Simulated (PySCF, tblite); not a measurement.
Scan of H4P (cation, charge +1), singlet: flattening of a tetrahedron along the D2d path, bond length relaxed. Scanned: the two opposite H-P-H angles (109.47 = tetrahedral, 180 = square planar). Other coordinates (P-H bond length) were minimised at B3LYP/def2-TZVP. Each profile is relative to its own lowest point.

```tsv
a / °	A	B	C
90	13.4	13.7	10.5
95	7.3	7.5	5.6
100	3.1	3.2	2.3
105	0.7	0.7	0.5
109.47	0.0	0.0	0.0
115	1.0	1.0	0.7
120	3.6	3.7	2.6
130	13.3	13.7	9.6
140	28.7	29.6	20.3
150	49.3	51.0	34.4
160	—	77.6	51.3
170	—	109.0	70.7
180	—	146.5	89.4
```

Energies in kcal/mol.

Question: Which curve belongs to which method? The methods are CCSD on RHF/cc-pVTZ, 5 core orbitals frozen in PySCF 2.14.0; tblite with GFN2-xTB, 300 K electronic temperature; MP2 on RHF/cc-pVTZ, 5 core orbitals frozen in PySCF.

Answer: A is CCSD; B is MP2; C is GFN2-xTB.

A dash means that the run gave no value there, or that the column was ended at a point which the program doubted or which failed a test of continuity chosen for this set; such a test can also cut sound points.
